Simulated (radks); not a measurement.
Values are calculated unless marked as measured or tabulated.
Spin polarisation of the 4s1 shell in the calcium ion Ca+. Start: [Ar] 4s(up 0.5, down 0.5); electrons of 4s are moved from spin down to spin up, other shells keep equal spins. Code: a radial shooting solver on a logarithmic mesh with Libxc functionals. Model: scalar-relativistic Kohn-Sham, LDA (Slater exchange, Perdew-Wang correlation), spin-polarised, spherical densities, point nucleus.

\begin{tabular}{lrrrrrr}
moment (Bohr magnetons) & E - E(0) (eV) & e(4s up) (eV) & e(4s down) (eV) & 3p down minus up (eV) & 3s down minus up (eV) & 2p down minus up (eV) \\ \hline
0 & 0.000 & -9.170 & -9.170 & 0.000 & 0.000 & 0.000 \\
0.25 & -0.013 & -9.268 & -9.058 & 0.032 & 0.024 & 0.009 \\
0.5 & -0.053 & -9.355 & -8.929 & 0.065 & 0.048 & 0.018 \\
0.75 & -0.120 & -9.432 & -8.780 & 0.098 & 0.072 & 0.027 \\
1 & -0.217 & -9.496 & -8.567 & 0.131 & 0.097 & 0.036 \\
\end{tabular}

At moment 1 the spin-polarisation energy is -0.217 eV and the 4s exchange splitting 0.930 eV, that is 0.930 eV per Bohr magneton; E = -I m^2/4 would give I = 0.866 eV.
